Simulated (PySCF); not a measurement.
Br₃Sn, charge +1, singlet, at a GFN2-xTB geometry (such geometries of metal compounds can be far from the true shape) (core potentials on Sn), with bond 2-1 at 1.3 times its length. Base run: PySCF with DF-M062X/def2-SV(P).

The PySCF input:
```python
from pyscf import gto, scf, dft

mol = gto.Mole()
mol.atom = '''
    Sn   -0.000000    0.000000    0.000000
    Br   -2.592296   -2.011660   -0.244960
    Br   -0.049039    2.269519   -1.119489
    Br    2.043113   -0.722089    1.307920
'''
mol.basis = 'def2-sv(p)'
mol.ecp = {'Sn': 'def2-sv(p)'}
mol.charge = 1
mol.spin = 0
mol.verbose = 4
mol.build()

mf = dft.RKS(mol)
mf.xc = 'm062x'
mf = mf.density_fit(auxbasis='def2-universal-jkfit')
mf.kernel()
```

Variants of this job, named by their change:

```csv
change,ΔE vs base (µEh),SCF cycles,outcome
base,0.0,18,converged
diis_space = 2,0.0,29,converged
diis = off; damp = 0.3 (with mf.diis_start_cycle = 200; with mf.max_cycle = 150),-,150,not converged
diis_space = 12,0.0,17,converged
init_guess = mod_huckel,0.0,15,converged
DIIS = EDIIS,-,50,not converged
init_guess = vsap,-,-,input refused
level_shift = 0.3 (with mf.max_cycle = 100),0.0,19,converged
init_guess = atom,0.0,12,converged
init_guess = sap,0.0,32,converged
solver = newton,0.0,-,converged
diis_space = 20,0.0,17,converged
diis_space = 4,0.0,21,converged
```

- init_guess = vsap: ended with `AssertionError: ECP or PP not supported`
